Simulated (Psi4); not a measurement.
I (SMILES [I]), doublet (core potentials on I); R2SCAN/def2-SVP (Psi4 1.11).

Psi4 was given this input:
```
memory 2 GB

molecule {
0 2
  I     0.00000000    0.00000000    0.00000000
}

set basis def2-svp
set reference uks
set guess sadno

energy('r2scan')
print_variables()
```

What the program printed (banner, timings and long lists left out):

```
   => Loading Basis Set <=

    Name: DEF2-SVP
    Role: ORBITAL
    Keyword: BASIS

    !!!  WARNING: ECP capability is in beta. Please check occupations closely.  !!!

         ---------------------------------------------------------
                                   SCF
               by Justin Turney, Rob Parrish, Andy Simmonett
                          and Daniel G. A. Smith
                              UKS Reference
         ---------------------------------------------------------

  ==> Geometry <==

    Molecular point group: d2h
    Geometry (in Angstrom), charge = 0, multiplicity = 2:

       Center              X                  Y                   Z               Mass
    ------------   -----------------  -----------------  -----------------  -----------------
         I            0.000000000000     0.000000000000     0.000000000000   126.904471900000

  Running in d2h symmetry.

  Rotational constants: A = ************  B = ************  C = ************ [cm^-1]
  Rotational constants: A = ************  B = ************  C = ************ [MHz]
  Nuclear repulsion =    0.000000000000000

  Charge       = 0
  Multiplicity = 2
  Electrons    = 25
  Nalpha       = 13
  Nbeta        = 12

  ==> Algorithm <==

  SCF Algorithm Type is DF.
  DIIS enabled.
  MOM disabled.
  Fractional occupation disabled.
  Guess Type is SADNO.
  Energy threshold   = 1.00e-06
  Density threshold  = 1.00e-06
  Integral threshold = 1.00e-12

  ==> Primary Basis <==

  Basis Set: DEF2-SVP
    Blend: DEF2-SVP
    Number of shells: 10
    Number of basis functions: 26
    Number of Cartesian functions: 28
    Spherical Harmonics?: true
    Max angular momentum: 2

  Core potential: DEF2-SVP
    Number of shells: 4
    Number of ECP primitives: 29
    Number of ECP core electrons: 28
    Max angular momentum: 3

  ==> DFT Potential <==

   => LibXC <=

    Version 7.1.2
    S. Lehtola, C. Steigemann, M. J. T. Oliveira, and M. A. L. Marques,  SoftwareX 7, 1–5 (2018) (10.1016/j.softx.2017.11.002)

   => Composite Functional: R2SCAN <=

    r2SCAN Meta-GGA XC Functional  (0.1021/acs.jpclett.0c02405)
    J. W. Furness, A. D. Kaplan, J. Ning, J. P. Perdew, J. Sun  J. Phys. Chem. Lett.  11, 8208–8215, 2020

    Deriv               =              1
    GGA                 =           TRUE
    Meta                =           TRUE

    Exchange Hybrid     =          FALSE
    MP2 Hybrid          =          FALSE

   => Exchange Functionals <=

    1.0000   XC_MGGA_X_R2SCAN

   => Correlation Functionals <=

    1.0000   XC_MGGA_C_R2SCAN

   => LibXC Density Thresholds  <==

    XC_MGGA_C_R2SCAN:  1.00E-15
    XC_MGGA_X_R2SCAN:  1.00E-11

   => Molecular Quadrature <=

    Radial Scheme          =       TREUTLER
    Pruning Scheme         =           NONE
    Nuclear Scheme         =       TREUTLER

    Blocking Scheme        =         OCTREE
    BS radius alpha        =              1
    Pruning alpha          =              1
    Radial Points          =             75
    Spherical Points       =            302
    Total Points           =          19322
    Total Blocks           =            207
    Max Points             =            248
    Max Functions          =             26
    Weights Tolerance      =       1.00E-15

   => Loading Basis Set <=

    Name: (DEF2-SVP AUX)
    Role: JKFIT
    Keyword: DF_BASIS_SCF

  ==> Integral Setup <==

  SCF_SUBTYPE=INCORE selected. In-core MEM_DF algorithm will be used.
  Using in-core AOs.

  ==> MemDFJK: Density-Fitted J/K Matrices <==

    J tasked:                   Yes
    K tasked:                    No
    wK tasked:                   No
    Algorithm:                 Core
    Schwarz Cutoff:           1E-12
    Mask sparsity (%):       0.0000
    Fitting Condition:        1E-10

   => Auxiliary Basis Set <=

  Basis Set: (DEF2-SVP AUX)
    Blend: DEF2-UNIVERSAL-JKFIT
    Number of shells: 46
    Number of basis functions: 218
    Number of Cartesian functions: 309
    Spherical Harmonics?: true
    Max angular momentum: 5

  Minimum eigenvalue in the overlap matrix is 6.7766710353E-02.
  Reciprocal condition number of the overlap matrix is 2.3496680926E-02.
    Using symmetric orthogonalization.

  ==> Pre-Iterations <==

  SCF Guess: Superposition of Atomic Densities' Natural Orbitals via on-the-fly atomic UHF (doi:10.1021/acs.jctc.8b01089).

   -------------------------------------------------------
    Irrep   Nso     Nmo     Nalpha   Nbeta   Ndocc  Nsocc
   -------------------------------------------------------
     Ag         8       8       4       4       4       0
     B1g        2       2       1       1       1       0
     B2g        2       2       1       1       1       0
     B3g        2       2       1       1       1       0
     Au         0       0       0       0       0       0
     B1u        4       4       2       2       2       0
     B2u        4       4       2       1       1       1
     B3u        4       4       2       2       2       0
   -------------------------------------------------------
    Total      26      26      13      12      12       1
   -------------------------------------------------------

  ==> Iterations <==

                           Total Energy        Delta E     RMS |[F,P]|

    Occupation by irrep:
             Ag   B1g   B2g   B3g    Au   B1u   B2u   B3u
    DOCC [     4,    1,    1,    1,    0,    1,    2,    2 ]
    SOCC [     0,    0,    0,    0,    0,    1,    0,    0 ]
    NA   [     4,    1,    1,    1,    0,    2,    2,    2 ]
    NB   [     4,    1,    1,    1,    0,    1,    2,    2 ]

   @DF-UKS iter   1:  -295.77829995488946   -2.95778e+02   8.06710e-02 ADIIS/DIIS
   @DF-UKS iter   2:  -297.38962911332851   -1.61133e+00   8.74882e-02 ADIIS/DIIS
   @DF-UKS iter   3:  -297.66691966818507   -2.77291e-01   4.92097e-02 ADIIS/DIIS
   @DF-UKS iter   4:  -297.78155701388573   -1.14637e-01   1.00634e-02 ADIIS/DIIS
   @DF-UKS iter   5:  -297.78562680326201   -4.06979e-03   6.57279e-04 ADIIS/DIIS
   @DF-UKS iter   6:  -297.78564394954043   -1.71463e-05   1.45047e-05 DIIS
   @DF-UKS iter   7:  -297.78564399104164   -4.15012e-08   3.41216e-06 DIIS
   @DF-UKS iter   8:  -297.78564399330912   -2.26748e-09   2.65588e-07 DIIS
  Energy and wave function converged.

  ==> Post-Iterations <==

   Electrons on quadrature grid:
      Nalpha   =   13.0000000000 ; deviation = 3.020e-14
      Nbeta    =   12.0000000000 ; deviation = 2.309e-14
      Ntotal   =   25.0000000000 ; deviation = 5.329e-14

   @Spin Contamination Metric:   2.290019709E-03
   @S^2 Expected:                7.500000000E-01
   @S^2 Observed:                7.522900197E-01
   @S   Expected:                5.000000000E-01
   @S   Observed:                5.000000000E-01

    Orbital Energies [Eh]
    ---------------------

    Alpha Occupied:

       1Ag    -6.809926     1B1u   -4.838609     1B3u   -4.815400
       1B2u   -4.815400     2Ag    -1.888394     1B2g   -1.881957
       1B3g   -1.881957     3Ag    -1.862829     1B1g   -1.862829
       4Ag    -0.677955     2B1u   -0.314213     2B3u   -0.266137
       2B2u   -0.266137

    Alpha Virtual:

       5Ag     0.227273     6Ag     0.352598     2B2g    0.363584
       2B3g    0.363584     3B1u    0.367901     3B2u    0.394522
       3B3u    0.394522     2B1g    0.396671     7Ag     0.396671
       4B1u   18.500471     4B3u   18.518356     4B2u   18.518356
       8Ag    55.691087

    Beta Occupied:

       1Ag    -6.806831     1B1u   -4.832623     1B2u   -4.814142
       1B3u   -4.814142     2Ag    -1.880098     1B3g   -1.875594
       1B2g   -1.875594     3Ag    -1.861721     1B1g   -1.861721
       4Ag    -0.638927     2B2u   -0.252808     2B3u   -0.252808

    Beta Virtual:

       2B1u   -0.232435     5Ag     0.242231     3B1u    0.398481
       3B3u    0.398757     3B2u    0.398758     6Ag     0.402368
       2B1g    0.402371     2B3g    0.402549     2B2g    0.402549
       7Ag     0.420433     4B1u   18.508206     4B3u   18.519934
       4B2u   18.519934     8Ag    55.693158

    Final Occupation by Irrep:
             Ag   B1g   B2g   B3g    Au   B1u   B2u   B3u
    DOCC [     4,    1,    1,    1,    0,    1,    2,    2 ]
    SOCC [     0,    0,    0,    0,    0,    1,    0,    0 ]
    NA   [     4,    1,    1,    1,    0,    2,    2,    2 ]
    NB   [     4,    1,    1,    1,    0,    1,    2,    2 ]

  @DF-UKS Final Energy:  -297.78564399330912

   => Energetics <=

    Nuclear Repulsion Energy =              0.0000000000000000
    One-Electron Energy =                -517.6505779530166365
    Two-Electron Energy =                 242.1837515567532932
    DFT Exchange-Correlation Energy =     -22.3188175970458005
    Empirical Dispersion Energy =           0.0000000000000000
    VV10 Nonlocal Energy =                  0.0000000000000000
    Total Energy =                       -297.7856439933091224

  UHF NO Occupations:
  HONO-2 :    2B3u 1.9999863
  HONO-1 :    4 Ag 1.9989028
  HONO-0 :    2B1u 1.0000000
  LUNO+0 :    5 Ag 0.0010972
  LUNO+1 :    3B3u 0.0000137
  LUNO+2 :    3B2u 0.0000137
  LUNO+3 :    2B2g 0.0000102

Computation Completed

Properties will be evaluated at   0.000000,   0.000000,   0.000000 [a0]

Properties computed using the SCF density matrix

 Multipole Moments:

 ------------------------------------------------------------------------------------
     Multipole            Electronic (a.u.)      Nuclear  (a.u.)        Total (a.u.)
 ------------------------------------------------------------------------------------

 L = 1.  Multiply by 2.5417464519 to convert [e a0] to [Debye]
 Dipole X            :          0.0000000            0.0000000            0.0000000
 Dipole Y            :          0.0000000            0.0000000            0.0000000
 Dipole Z            :          0.0000000            0.0000000            0.0000000
 Magnitude           :                                                    0.0000000

 ------------------------------------------------------------------------------------

  Variable Map:
  ----------------------------------------------------------------------------
  "CURRENT ENERGY"              =>    -297.785643993309
  "CURRENT REFERENCE ENERGY"    =>    -297.785643993309
  "DD SOLVATION ENERGY"         =>       0.000000000000
  "DFT FUNCTIONAL TOTAL ENERGY" =>    -297.785643993309
  "DFT TOTAL ENERGY"            =>    -297.785643993309
  "DFT VV10 ENERGY"             =>       0.000000000000
  "DFT XC ENERGY"               =>     -22.318817597046
  "GRID ELECTRONS ALPHA"        =>      13.000000000000
  "GRID ELECTRONS BETA"         =>      12.000000000000
  "GRID ELECTRONS TOTAL"        =>      25.000000000000
  "NUCLEAR REPULSION ENERGY"    =>       0.000000000000
  "ONE-ELECTRON ENERGY"         =>    -517.650577953017
  "PCM POLARIZATION ENERGY"     =>       0.000000000000
  "PE ENERGY"                   =>       0.000000000000
  "SCF ITERATION ENERGY"        =>    -297.785643993309
  "SCF ITERATIONS"              =>       8.000000000000
  "SCF TOTAL ENERGY"            =>    -297.785643993309
  "TWO-ELECTRON ENERGY"         =>     242.183751556753
  "XC GRID RADIAL POINTS"       =>      75.000000000000
  "XC GRID SPHERICAL POINTS"    =>     302.000000000000
  "XC GRID TOTAL POINTS"        =>   19322.000000000000

  Array Variable Map:
  ----------------------------------------------------------------------------
  "CURRENT DIPOLE"              =>       0.000000000000 ... 0.000000000000 1 by 3
  "SCF DIPOLE"                  =>       0.000000000000 ... 0.000000000000 1 by 3
  "SCF TOTAL ENERGIES"          =>    -295.778299954889 ... -297.785643993309 1 by 8
```
